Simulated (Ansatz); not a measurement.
`O[SiH2][SiH3]` + silanol → `[SiH3]O[SiH2][SiH3]` + H₂O at 700 K and 1 bar (ligand exchange at the Si–O bond).

Isolated molecules relaxed with PBE0-D4/def2-TZVP in Ansatz; ΔE leaves out vibrations. CCSD(T)/CBS adds triple-zeta CCSD(T) − MP2 to the extrapolated MP2 energy (def2 sets, frozen cores). This one scheme is used for every species. Each species was taken in one conformer, which may not be the lowest.

```tsv
species	CCSD(T)/CBS energy (Eh)	H − E (kJ/mol)	S (J/(mol·K))
`O[SiH2][SiH3]`	-656.96789	215.7	426.7
`O[SiH3]`	-366.69042	144.6	321.6
`[SiH3]O[SiH2][SiH3]`	-947.28799	281.5	535.3
H₂O	-76.37941	80.5	218.4
```

H − E and S are ideal-gas, rigid-rotor, harmonic terms from PBE0-D4/def2-TZVP, for one conformer and one mirror image of each species. 1 Eh = 2625.50 kJ/mol, R = 8.31446 J/(mol·K).

Task: By hand: ΔE, ΔH, ΔS and ΔG.

Result: ΔE = (-947.28799) + (-76.37941) − (-656.96789) − (-366.69042) = -0.00909 Eh = -23.9 kJ/mol. Δ(H − E) = 281.5 + 80.5 − 215.7 − 144.6 = 1.7, so ΔH = -22.2 kJ/mol. ΔS = 535.3 + 218.4 − 426.7 − 321.6 = 5.4 J/(mol·K). ΔG = -22.2 − 700 × (5.4)/1000 = -26.0 kJ/mol.

Task: By hand: the equilibrium constant, and the temperature at which ΔG would vanish if ΔH and ΔS stayed fixed.

Result: log₁₀ K = −ΔG/(RT ln 10) = 1.9. ΔH and −TΔS have one sign here, so there is no such temperature. One of them is within its doubt of zero, so this could turn.

The number of gas molecules stays the same, so ΔS is small and ΔH decides. A doubt of 5 kJ/mol in ΔE shifts log₁₀ K by 0.4 here. Other conformers and mirror images would add mixing entropy, several J/(mol·K) or more a flexible species. Modes under 60 cm⁻¹, often nearly free rotors, make the harmonic entropy too high. These are equilibria of isolated gas molecules and say nothing of rates. Largest T1 diagnostic: 0.012 (customary marks: 0.02 for closed shells, 0.045 for open ones).
